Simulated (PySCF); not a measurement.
C2H6ClFSi, SMILES C[Si](C)(F)Cl.

Geometry optimised at PBE0-D3(BJ)/def2-SVP.

The numbers are results of PBE/def2-TZVP (PySCF), not measurements.

Symmetry labels are those of the subgroup Cs that the program uses (full group Cs).

Computed valence orbital energies around the gap with their symmetry:
```csv
orbital,symmetry,energy (eV)
HOMO−7,A",-10.13
HOMO−6,A',-10.12
HOMO−5,A',-9.95
HOMO−4,A",-9.65
HOMO−3,A',-8.62
HOMO−2,A",-8.30
HOMO−1,A',-7.82
HOMO,A",-7.36
LUMO,A',0.10
LUMO+1,A',0.35
LUMO+2,A',0.56
LUMO+3,A",1.03
```
